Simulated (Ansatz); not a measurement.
Abridged output of a molecular run in Ansatz:

```
Functional definition: HF
883 factors; integrals over basis functions are off by at most 5.8e-4 eV
mean field evaluation 1: about -68907.9351 eV, gradient 4.3e1 eV
mean field evaluation 2: about -68908.2481 eV, gradient 4.4e1 eV
mean field evaluation 4: about -68912.1099 eV, gradient 3.2e0 eV
mean field evaluation 8: about -68912.1662 eV, gradient 5.4e-1 eV
mean field -68912.16717960 eV, -2532.4754335057 hartree, gradient 3.3e-6 eV, S^2 0.000000; 0 other end points of the search recorded, 0 dependent functions left out
17 core orbitals not correlated: weight in the atoms' cores, before any rotation towards them, 1.000 or more for the frozen orbitals, at most 0.000 for the correlated occupied ones
reference -68912.16717960 eV, -2532.4754335057 hartree; 18, 18 occupied and 57, 57 virtual orbitals, 883 factors
second order -22.19378618 eV of doubles, -0.00000000 eV of singles
cycle   1  -21.30479347 eV  change    8.9e-1 eV  update   1.6e-1
cycle   2  -22.10329282 eV  change   -8.0e-1 eV  update   5.5e-2
cycle   3  -22.28882621 eV  change   -1.9e-1 eV  update   2.7e-2
cycle   4  -22.26968122 eV  change    1.9e-2 eV  update   6.2e-3
cycle   5  -22.26477636 eV  change    4.9e-3 eV  update   2.9e-3
cycle   6  -22.26637988 eV  change   -1.6e-3 eV  update   9.2e-4
cycle   7  -22.26604934 eV  change    3.3e-4 eV  update   3.7e-4
cycle   8  -22.26587057 eV  change    1.8e-4 eV  update   1.1e-4
cycle   9  -22.26591675 eV  change   -4.6e-5 eV  update   4.2e-5
cycle  10  -22.26593662 eV  change   -2.0e-5 eV  update   1.4e-5
perturbative correction -0.81576287 eV, -0.0299787325 hartree
Total energy: -68935.24887909 eV, -2533.3236703167 hartree
```

Its atoms:

```xyz
5

F     0.159    0.331   -1.763
Ga    1.242    1.655   -1.212
O    -1.183   -1.522    0.357
C    -0.542   -0.751    0.914
S     0.324    0.287    1.704
```

(1) Which basis set was used?
A. def2-SVP
B. def2-TZVPPD
C. cc-pV(T+d)Z
D. def2-SVPD

(2) Write the keys of the input that set method, charge and spin (a neutral closed shell needs none for the last two).

## Answers

(1) A. It gives 92 functions.

(2) 
```yaml
correlation: {method: ccsd_t}
```
